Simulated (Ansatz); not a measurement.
A run for Ansatz (a first-principles code): U-r2SCAN/cc-pVTZ on CH6BN (SMILES CBN), a point of a bond scan (R = 1.107 Å).

Ansatz 0.2 input:
```yaml
crystal:
  periodic: [false, false, false]
  atoms:
    - {symbol: B, position_ang: [-0.40473597, -0.13480654, 0.32621441]}
    - {symbol: H, position_ang: [-1.24160538, -0.47995243, 1.11052684]}
    - {symbol: C, position_ang: [1.10762713, -0.49998646, 0.54395436]}
    - {symbol: H, position_ang: [1.23440243, -1.58565610, 0.60751525]}
    - {symbol: H, position_ang: [1.46275122, -0.10660429, 1.50203988]}
    - {symbol: H, position_ang: [1.77496577, -0.12948036, -0.23901313]}
    - {symbol: N, position_ang: [-0.83495421, 0.59935740, -0.77786552]}
    - {symbol: H, position_ang: [-1.89383719, 0.86894885, -0.95331634]}
    - {symbol: H, position_ang: [-0.21034237, 0.93570230, -1.49344212]}
basis:
  gaussian:
    orbitals: cc-pVTZ
hamiltonian:
  xc: {name: r2SCAN}
magnetization: {spin_polarized: true, initial_magnetization: 0}
```

Problem. What total energy does the run end on?

Solution. -121.3285 hartree.

Problem. How many basis functions does it have, and what does it roughly cost on one machine?

Solution. 174 functions; around 5 core-seconds (rough).
